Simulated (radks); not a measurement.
The numbers below are computed, except where a source is named.
All-electron atom: the hafnium ion Hf4+ in [Xe] 4f14. Code: a radial shooting solver on a logarithmic mesh with Libxc functionals. Model: scalar-relativistic Kohn-Sham, PBE, spin-polarised, spherical densities, finite nucleus; Fermi nuclear charge, rms radius 5.347 fm.

Normalised radial functions P(r) = r R(r), r in bohr:

r	5p	4f
0.001208	0.0021	0.0000
0.001831	0.0042	0.0000
0.002775	0.0083	0.0000
0.004207	0.0166	0.0000
0.006326	0.0320	0.0000
0.009589	0.0606	0.0001
0.01454	0.1082	0.0003
0.02204	0.1747	0.0012
0.0334	0.2364	0.0051
0.05023	0.2249	0.0197
0.07614	0.0483	0.0690
0.1154	-0.2516	0.2061
0.175	-0.3134	0.4979
0.2652	0.1563	0.9162
0.3989	0.5216	1.2145
0.6046	-0.0312	1.1391
0.9166	-0.8714	0.7674
1.389	-0.9296	0.3748
2.106	-0.4066	0.1208
3.167	-0.0710	0.0215

5p: eigenvalue -75.708 eV, 3 radial nodes at r = 0.0818, 0.238, 0.596 bohr, <r> = 1.30 bohr, 90 % of the charge inside 1.90 bohr. 4f: eigenvalue -57.920 eV, 0 radial nodes, <r> = 0.669 bohr, 90 % of the charge inside 1.13 bohr.
